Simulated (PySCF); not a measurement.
## Telling isomers of C3H7ClO3Si apart by NMR

- coordinates at the GFN2-xTB level
- σ from GIAO-PBE0/pcSseg-1
- run in PySCF 2.14
- rapidly exchanging positions averaged, relativity neglected, no solvent model, one conformer

Referencing at the same level of theory: 1H (σref 31.72), 13C (σref 186.93) vs TMS. Where no couplings were computed, multiplicities follow the n + 1 count of equivalent neighbours, and m marks all less simple cases (inequivalent or close neighbours, rings, F or P nearby). Acid and N–H amide carbonyl carbons lie up to 10 ppm further downfield in solution (hydrogen bonding). Shifts are as computed. Against solution values, carbons near 30 ppm lie about +3 ppm off and those near 130 ppm about +5 ppm; carbons on Cl a further +6 ppm. Of 1309 compounds with measured shifts, 239 miss one by over three times the rms of a fit or turn the order of signals round; such compounds aren't used in these exercises. Carbons bonded to Cl come out too deshielded. OH and NH positions are gas-phase values without hydrogen bonding to other molecules.

(1) Tabulate the signals of `O=C(O)[SiH2]OCCCl`, `C[Si]1(Cl)OCOCO1`, `O[Si@H]1OC[C@@H](Cl)CO1`, `O[Si@H]1OC[C@H](Cl)CO1` and their relative energies.

(2) What is the quickest way to tell C[Si]1(Cl)OCOCO1 from O[Si@H]1OC[C@@H](Cl)CO1?

(3) What is the quickest way to tell C[Si]1(Cl)OCOCO1 from O[Si@H]1OC[C@H](Cl)CO1?

(4) What is the quickest way to tell O=C(O)[SiH2]OCCCl from O[Si@H]1OC[C@H](Cl)CO1?

Results:

(1) 
| SMILES | carbon types | δC | δH | E rel. (kcal/mol) |
| --- | --- | --- | --- | --- |
| O=C(O)[SiH2]OCCCl | 1×C 2×CH2 | 188.5, 67.0, 55.4 | 6.77 (br s, 1H), 5.24 (s, 2H), 4.70 (t, 2H), 3.81 (t, 2H) | 61.8 |
| C[Si]1(Cl)OCOCO1 | 2×CH2 1×CH3 | 95.3, 5.8 | 5.55 (m, 2H), 5.44 (m, 2H), 0.43 (s, 3H) | 0.0 |
| O[Si@H]1OC[C@@H](Cl)CO1 | 1×CH 2×CH2 | 71.3, 64.7 | 4.56 (m, 2H), 4.38 (m, 2H), 4.16 (s, 1H), 3.73 (m, 1H), 2.64 (br s, 1H) | 10.5 |
| O[Si@H]1OC[C@H](Cl)CO1 | 1×CH 2×CH2 | 72.0, 57.4 | 4.38 (m, 2H), 4.19 (s, 1H), 4.03 (m, 2H), 3.83 (m, 1H), 2.28 (br s, 1H) | 10.2 |

Energies are electronic energies at PBE0/pcSseg-1 on these geometries, without zero-point or thermal terms, each for the one conformer computed, which needn't be the lowest.

(2) Both give the same number of carbon signals, but DEPT or the intensities differ. The first has a methyl carbon bonded to Si (CH3) at 5.8 ppm, the second an sp3 CH bonded to Cl at 64.7 ppm. Their most deshielded carbons lie at 95.3 and 71.3 ppm. In the proton spectra the most deshielded non-exchanging signals are 5.55 (m, 2H) and 4.56 (m, 2H).

(3) Both give the same number of carbon signals, but DEPT or the intensities differ. The first has a methyl carbon bonded to Si (CH3) at 5.8 ppm, the second an sp3 CH bonded to Cl at 57.4 ppm. Their most deshielded carbons lie at 95.3 and 72.0 ppm. In the proton spectra the most deshielded non-exchanging signals are 5.55 (m, 2H) and 4.38 (m, 2H).

(4) Count the carbon signals: 3 against 2. The first has a carbonyl carbon (C) at 188.5 ppm, the second an sp3 CH bonded to Cl at 57.4 ppm. Their most deshielded carbons lie at 188.5 and 72.0 ppm. In the proton spectra the most deshielded non-exchanging signals are 5.24 (s, 2H) and 4.38 (m, 2H).
